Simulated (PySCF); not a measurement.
The PySCF input:
```python
from pyscf import gto, scf, dft

mol = gto.M(
    atom='''
F     0.00000000    0.00000000   -0.93989843
H     0.00000000    0.00000000    0.93989843
''',
    basis='def2-sv(p)',
    charge=1,
    spin=1,
    verbose=3,
)

mf = dft.UKS(mol)
mf.xc = 'pbe'
mf.kernel()
mo_i, mo_e, stable_i, stable_e = mf.stability(internal=True, external=False, return_status=True, nroots=6, tol=1e-6)
print('internally stable:', stable_i, ' externally stable:', stable_e)
if not stable_i:
    umf = mf.copy()
    umf.scf_summary = {}
    umf.kernel(umf.make_rdm1(mo_i, mf.mo_occ))
mf.analyze()
```

Question: What does this run give for the <S^2>, total energy, HOMO energy, nuclear repulsion energy, number of basis functions?

Answer: 
```
Quantity                         Value
-------------------------  -----------
<S^2>                            0.803
total energy               -99.5990 Eh
HOMO energy                  -19.56 eV
nuclear repulsion energy     2.5336 Eh
number of basis functions           16
```

These values belong to the state on which the SCF converged, which isn't shown to be the lowest.
